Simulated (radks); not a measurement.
Results of a calculation; reference values are marked as such.
Question: These are the eigenvalues of the occupied orbitals of an atom or ion with whole-number occupations (hartree). Code: a radial shooting solver on a logarithmic mesh with Libxc functionals. Model: Dirac Kohn-Sham, PBE, spin-unpolarised, spherical densities, point nucleus.

1s1/2: -2711.906
2s1/2: -472.6947
2p1/2: -452.5345
2p3/2: -396.2555
3s1/2: -110.6864
3p1/2: -101.6846
3p3/2: -89.41131
3d3/2: -74.36411
3d5/2: -71.70613
4s1/2: -24.07026
4p1/2: -20.29503
4p3/2: -17.41231
4d3/2: -11.22618
4d5/2: -10.69231
5s1/2: -4.25513
5p1/2: -3.08913
4f5/2: -2.86448
4f7/2: -2.76134
5p3/2: -2.63510
5d3/2: -1.09546
5d5/2: -1.04946
7s1/2: -0.37385

Which element is it, and in what charge state? The configuration may be excited. Open shells, if any, fill j = l - 1/2 first.

Answer: Z = 76, osmium, charge +2: Os2+ in [Xe] 4f14 5d5 7s1. The list shows which subshells hold electrons but not how many an open one holds; the 1s level, -2711.9 hartree, gives Z - s = 73.6 by -(Z - s)^2/2, which with screening and relativity narrows Z to a few neighbours, and the depths of the outer levels then fix element, charge and occupations together.
